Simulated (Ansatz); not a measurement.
A nudged elastic band was laid between two geometries of H₃SeSi (5 atoms, charge -1, multiplicity 1).

Method: RKS PBE/def2-SVP in Ansatz 0.2.0.

* movable images: 7
* climbing image: yes
* spring: 5.0 eV/Å²
* optimiser: quadratic models (default)
* start path: IDPP
* force threshold: 0.05 eV/Å
* iteration limit: 60
* end points: relaxed

Image 0:

```xyz
5
Properties=species:S:1:pos:R:3
Si 0.285 -1.153 0.242
Se 1.198 1.108 0.065
H -0.971 -0.778 1.094
H -0.529 -1.128 -1.092
H 0.018 1.952 -0.309
```

Image 8:

```xyz
5
Properties=species:S:1:pos:R:3
Si 0.423 -0.866 0.224
Se -0.313 1.428 -0.292
H -0.787 -1.138 1.179
H -0.348 -1.485 -0.988
H 1.025 2.061 -0.123
```

What changes between the two ends?

No bond is made or broken. The dihedral H3–Si1–Se2–H5 goes from -47 to 134°.

Give the energies along the band, and the barrier.

The run converged. The highest image is number 3 of 0 to 8, 3.0 kcal/mol above the first end and 3.5 kcal/mol above the last; the last end lies 0.6 kcal/mol below the first. A vibrational analysis at the climbing image gives one clearly imaginary mode, 232i cm⁻¹: a first-order saddle point. Limits of this set-up: an anion without diffuse functions.

```tsv
image	path coordinate (Å)	energy (kcal/mol)	dihedral H3–Si1–Se2–H5 (°)
0	0.00	0.0	-47
1	0.40	0.7	-24
2	0.79	2.2	2
3	1.19	3.0	27
4	1.53	2.5	49
5	1.87	1.4	70
6	2.21	0.2	91
7	2.56	-0.4	112
8	2.90	-0.6	134
```

What is the geometry of the highest image?


```xyz
5
Properties=species:S:1:pos:R:3
Si 0.480 -0.996 0.377
Se 0.751 1.263 -0.714
H -0.920 -0.621 0.967
H -0.197 -1.632 -0.887
H -0.113 1.986 0.256
```

What are the harmonic wavenumbers there?

232i, 267, 497, 653, 664, 917, 1837, 1857, 2331 cm⁻¹.

Time of the run: 2.4 min on 1 thread of Intel(R) Xeon(R) Processor @ 2.50GHz (Skylake/Cascade Lake) (shared host), peak memory 0.12 GiB.
